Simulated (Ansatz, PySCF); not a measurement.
Caution: the highest occupied level lies above zero, so the state may not be bound. This singlet lies 0.37 eV below the relaxed triplet at the level frozen-core CCSD(T)/aug-cc-pVDZ // PBE0-D3(BJ)/def2-TZVPD (Ansatz, a program for electronic structure); other levels give the other order.

## H₄Al₂N, SMILES `[NH2][Al-][AlH2]` (singlet; the order of the spin states depends on the level) (charge -1, multiplicity 1)

These are PBE-D3(BJ)/def2-TZVPD // PBE0-D3(BJ)/def2-TZVPD in PySCF values and carry that method's errors.

| Quantity | Value |
|---|---|
| HOMO | 0.75 eV |
| total energy | -541.7377 Ha |
| cost | roughly 18 core-seconds |

```xyz
7

N     -1.9684    -0.4049     0.0794
Al    -0.4666    -0.1198    -0.9126
Al     1.8170     0.3778     0.2093
H     -2.0223    -0.3929     1.0863
H     -2.8751    -0.5982    -0.3164
H      2.4897     1.8478    -0.1006
H      3.0256    -0.7099    -0.0454
```
Charge -1, spin multiplicity 1.
